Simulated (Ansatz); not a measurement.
H4InOSi, SMILES `[SiH3][O][InH]` radical at its PBE0-D4/def2-TZVP geometry, where that method's forces vanish. Total charge 0; spin multiplicity 2. In: def2 effective core potential.

```
atom   x (Å)   y (Å)   z (Å)
 Si1   0.994  -0.074   0.592
  O2  -0.505  -0.187  -0.024
 In3  -1.661   0.532  -1.491
  H4   0.946   0.370   2.014
  H5   1.833   0.908  -0.160
  H6   1.687  -1.392   0.539
  H7  -3.293  -0.157  -1.471
```

(1) For each bond, give half the difference of the two atoms' forces along it (eV/Å; positive pushes the atoms apart) under PBE-D4, r2SCAN-D4, B3LYP-D4, ωB97M-V in def2-TZVPP. (Estimate.)

## Answers

(1) Computed: 
| bond | length (Å) | PBE-D4 | r2SCAN-D4 | B3LYP-D4 | ωB97M-V |
| --- | --- | --- | --- | --- | --- |
| Si1–O2 | 1.625 | 0.39 | 0.07 | 0.09 | 0.15 |
| Si1–H4 | 1.490 | 0.00 | -0.03 | -0.10 | -0.14 |
| Si1–H5 | 1.495 | -0.03 | -0.04 | -0.08 | -0.11 |
| Si1–H6 | 1.490 | 0.00 | -0.03 | -0.10 | -0.13 |
| O2–In3 | 2.002 | 0.17 | 0.06 | 0.22 | -0.01 |
| In3–H7 | 1.772 | 0.12 | 0.01 | 0.08 | -0.16 |

B3LYP here is the variant with VWN-RPA as its local correlation; programs differ in this.
